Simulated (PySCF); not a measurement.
**Correlation energy of As (arsenic, neutral)**

[Ar] 3d10 4s1 4p3 4d1, high-spin 6D determinant (an excited configuration). Calculation: PySCF 2.14, in aug-cc-pVDZ-DK (6s5p3d, 36 functions); scalar relativity by spin-free X2C-1e. Frozen: [Ar] 3d10; 5 electrons correlated.

| level | correlation energy (mhartree) |
| --- | --- |
| CCSD | -20.32 |
| (T) | -0.09 |
| CCSD(T) | -20.41 |
| CCSDT | -20.44 |
| FCI | -20.44 |

Diagnostics: T1 = 0.0026, D1 = 0.0063, largest double amplitude 0.033, weight of the Hartree-Fock determinant in FCI 0.9846 (26334 determinants).

Problem. Is a single reference adequate?

Solution. Yes, within this model without spin-orbit coupling: T1 lies below 0.03 and no double amplitude reaches 0.07.
